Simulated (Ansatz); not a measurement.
Basis-set series for CH₅BGeSe. Total charge 0; spin multiplicity 1. The bonds changed during the relaxation, so this is another structure than the one it started from. Geometry: relaxed with PBE0-D4/def2-TZVP. It is one conformer, not always the lowest.

```json
{"atom": "B1", "x (Å)": "1.3674", "y (Å)": "-0.3276", "z (Å)": "0.1010"}
{"atom": "Ge2", "x (Å)": "-0.3970", "y (Å)": "0.0732", "z (Å)": "-0.9481"}
{"atom": "C3", "x (Å)": "-1.1835", "y (Å)": "0.3063", "z (Å)": "0.8725"}
{"atom": "Se4", "x (Å)": "0.2401", "y (Å)": "-0.0139", "z (Å)": "1.8679"}
{"atom": "H5", "x (Å)": "2.2297", "y (Å)": "0.5100", "z (Å)": "0.0638"}
{"atom": "H6", "x (Å)": "1.7534", "y (Å)": "-1.4666", "z (Å)": "0.1104"}
{"atom": "H7", "x (Å)": "-1.2249", "y (Å)": "-1.0141", "z (Å)": "-1.6732"}
{"atom": "H8", "x (Å)": "-0.6460", "y (Å)": "1.3847", "z (Å)": "-1.7301"}
{"atom": "H9", "x (Å)": "-2.1393", "y (Å)": "0.5479", "z (Å)": "1.3359"}
```

```tsv
functional	basis	functions	energy (Eh)	HOMO (eV)	LUMO (eV)
PBE0-D4	def2-TZVPP	228	-4543.85853	-7.33	-3.38
PBE0-D4	def2-QZVPP	442	-4543.95726	-7.34	-3.39
ωB97M-V	def2-TZVPP	228	-4544.18883	-9.37	-1.30
ωB97M-V	def2-QZVPP	442	-4544.28460	-9.38	-1.31
```

(1) Give the rows for def2-SVP. (Estimate.)

Answers

(1) Ansatz gave: 
| functional | basis | functions | energy (Eh) | HOMO (eV) | LUMO (eV) |
| --- | --- | --- | --- | --- | --- |
| PBE0-D4 | def2-SVP | 117 | -4543.23151 | -7.31 | -3.36 |
| ωB97M-V | def2-SVP | 117 | -4543.55877 | -9.33 | -1.22 |

Scalar relativity is left out up to krypton.
